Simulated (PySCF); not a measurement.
## LuSF at several levels of theory

Computed with PySCF 2.14.0 (density fitting, no spin-orbit coupling) at the geometry relaxed with PBE0:

```xyz
3
LuSF (singlet in the valence; each metal's 4f electrons, 14 of them, lie in its core potential, out of spins and levels)
Lu   -0.1694    0.0000   -0.3515
S     1.8084    0.0000    0.8097
F    -1.8130    0.0000    0.7063
```

| level | basis | state | HOMO (eV) | gap (eV) | charge on Lu1 (e) | population of f-type functions on Lu1 (polarisation alone where 4f lies in the core) | dipole about the centre of mass (D) | largest force component (eV/Å) |
| --- | --- | --- | --- | --- | --- | --- | --- | --- |
| PBE0 | Lu lcecp-1-SVP with ECP60, S def2-SVP, F def2-SVP | singlet | -6.06 | 3.01 | 0.76 | 0.05 | 7.74 | 0.02 |
| M06-L | the same | singlet | -5.01 | 2.41 | 0.90 | 0.04 | 7.88 | 0.38 |
| PBE0 | Lu lcecp-1-TZVP with ECP60, S def2-TZVP, F def2-TZVP | singlet | -6.10 | 3.03 | 1.16 | 0.05 | 7.97 | 0.04 |

In the lcecp rows the 4f levels are missing from HOMO and gap, and the state counts the valence alone.

Charges are Mulliken's, which hang on the basis. The relaxation used the grid (50, 194), these runs (75, 302) or, all-electron (x2c bases, spin-free X2C Hamiltonian), (99, 590).

Question: What does HF with Lu lcecp-1-SVP with ECP60, S def2-SVP, F def2-SVP give here?

Answer: state singlet, HOMO (eV) -8.24, gap (eV) 7.06, charge on Lu1 (e) 1.07, population of f-type functions on Lu1 (polarisation alone where 4f lies in the core) 0.05, dipole about the centre of mass (D) 9.45, largest force component (eV/Å) 0.53. Time: 1.3 s on 2 threads of Intel(R) Xeon(R) Platinum 8488C (Sapphire Rapids), on a shared host, from an already converged density.

In the first row's basis the gap widens with exact exchange: 2.4 eV for M06-L (none); 3.0 eV for PBE0 (a fixed share); 7.1 eV for Hartree–Fock (rising or full at long range).

An lcecp potential fixes the number of 4f electrons, so in runs with it no electron can move into or out of that shell.
